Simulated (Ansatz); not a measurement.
The same path of Cl$_{3}$FH$_{3}$OSTa (10 atoms, charge 0, multiplicity 1) was run twice with different band settings. Lost on the way: S8–H10.

All numbers below come from Ansatz 0.2.0, RKS PBE/def2-SVP.

Relaxed end points:

```xyz
10
Properties=species:S:1:pos:R:3
Ta -0.062 -0.072 0.329
F 1.691 -0.801 0.501
Cl -0.199 -0.186 2.699
Cl 0.554 0.602 -1.851
Cl -1.822 1.506 0.328
O -1.041 -1.598 -0.082
H -1.854 -2.119 -0.173
S 1.418 2.307 0.885
H 1.320 2.265 2.246
H 2.651 1.721 0.907
```

```xyz
10
Properties=species:S:1:pos:R:3
Ta -0.388 0.475 0.380
F 1.655 -0.671 0.526
Cl -0.485 0.261 2.726
Cl 0.306 0.986 -1.808
Cl -2.362 1.633 0.228
O -0.852 -1.312 0.023
H -0.343 -2.144 -0.016
S 1.555 2.070 0.843
H 1.516 2.058 2.208
H 2.053 0.269 0.679
```

Common settings: movable images 7; climbing image yes; spring 5.0 eV/Å²; optimiser quadratic models (default); force threshold 0.05 eV/Å; iteration limit 60; end points relaxed.

| run | start path |
| --- | --- |
| 1 | through a guess of the saddle point |
| 2 | straight line |

Q: What does each run give, and how far can it be trusted?

A: Run 1: converged after 21 iterations, highest image 0.708 eV above the first end. A vibrational analysis at the climbing image gives one clearly imaginary mode, 271i cm⁻¹: a first-order saddle point.
Run 2: converged after 14 iterations, highest image 0.708 eV above the first end. Another band between the same ends (7 images) ends at a top of the same energy, where a vibrational analysis finds 1 clearly imaginary mode.
The orbitals stay closed-shell, which can raise the energy where a bond breaks towards radicals; this wasn't checked here.
